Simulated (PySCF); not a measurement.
**Relaxation of quintet [AuSe2]+**

Method: UPBE0/[Au def2-SVP with ECP60, Se def2-SVP], scalar-relativistic core potentials, density fitting, no spin–orbit coupling, PySCF. A (50,194) grid was used.

A hand-made bent start, of C2v symmetry, held to at least that symmetry:

```xyz
3
charge 1 multiplicity 5, angstrom
Au    0.0000    0.0000   -0.5741
Se    1.8303    0.0000    0.7075
Se   -1.8303    0.0000    0.7075
```

(1) What does it relax to?

(2) How much energy is released, and in how many steps?

Answers

(1) It ends at D∞h with Au–Se 2.430 Å (×2); Se–Au–Se 180.0° (after a last refinement on a finer grid). A frequency run shows a minimum. Other isomers or separated fragments may lie lower.

(2) 129.6 kJ/mol in 12 steps.

With open d or f shells other occupations or spin states may lie lower. At this level a triplet minimum of Cs symmetry lies 93 kJ/mol below this structure. With an element this heavy the missing spin–orbit coupling can shift these numbers.

The relaxation took about 2.6 core-minutes on a shared host.
